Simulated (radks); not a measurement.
Values are calculated unless marked as measured or tabulated.
All-electron atom: the mercury ion Hg+ in [Xe] 4f14 5d10 6s1. Level of theory: scalar-relativistic Kohn-Sham, HCTH/407, spin-polarised, spherical densities, point nucleus; open shells are filled with parallel spins first (spin-orbit coupling, left out, can overturn this in heavy ions) (a radial shooting solver on a logarithmic mesh with Libxc functionals).

Local quantities along the radius. ELF = 1/(1 + alpha^2) is the electron localisation function; alpha = (tau - tau_W)/tau_unif compares the Pauli kinetic energy density with that of the uniform gas (summed over spins). tau is taken from the large components.

```
   r/bohr * ELF (the largest magnitude, 0.999, reaches the edge; | marks zero)
 0.001349 |                                                      *
 0.001843 |                                                      *
 0.002518 |                                                      *
 0.003413 |                                                      *
 0.004662 |                                                      *
 0.006319 |                                                      *
 0.008632 |                                                    *
   0.0117 |                                                *
  0.01598 |                                 *
  0.02183 |                  *
  0.02959 |                      *
  0.04043 |                                    *
  0.05479 |                                       *
  0.07485 |                         *
   0.1014 |                    *
   0.1386 |                                    *
   0.1893 |                               *
   0.2566 |               *
   0.3505 |                                   *
   0.4751 |                                   *
    0.649 |                 *
   0.8796 |                           *
    1.202 |                                   *
    1.642 |                         *
    2.225 |                *
     3.04 |          *
    4.119 |   *
    5.628 |*
    7.627 *
```

On this mesh the ELF has minima near r = 0.025, 0.087, 0.26, 0.65 bohr, which separate the shells, and maxima near 0.047 (0.74), 0.16 (0.71), 0.41 (0.72), 1.2 (0.65).
